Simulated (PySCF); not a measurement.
The multiplicity is imposed and other spin states were not computed.

Cartesian coordinates (Å):
```xyz
11

Cu     0.0158     0.0165     0.0313
C     -0.0256    -0.4796    -1.9906
C     -1.2084    -0.8674    -1.4006
H      0.0626     0.4796    -2.5167
H      0.8048    -1.1850    -2.1231
H     -1.3587    -1.8944    -1.0438
H     -2.1011    -0.2299    -1.4374
C      0.6318     0.6927     1.7313
H      1.7400     0.7123     1.7711
H      0.2926     0.0478     2.5670
H      0.2751     1.7209     1.9378
```
Charge 0, spin multiplicity 1.

Q: Estimate the charge on the central atom (Mulliken), HOMO and charge on the central atom (meta-Löwdin) that TPSSh-D3(BJ)/def2-TZVP // TPSS-D3(BJ)/def2-SVP run with PySCF returns for this input.

A: 
The charge on the central atom (Mulliken) is -0.06 e and the HOMO is -5.39 eV. The charge on the central atom (meta-Löwdin) is 0.53 e.
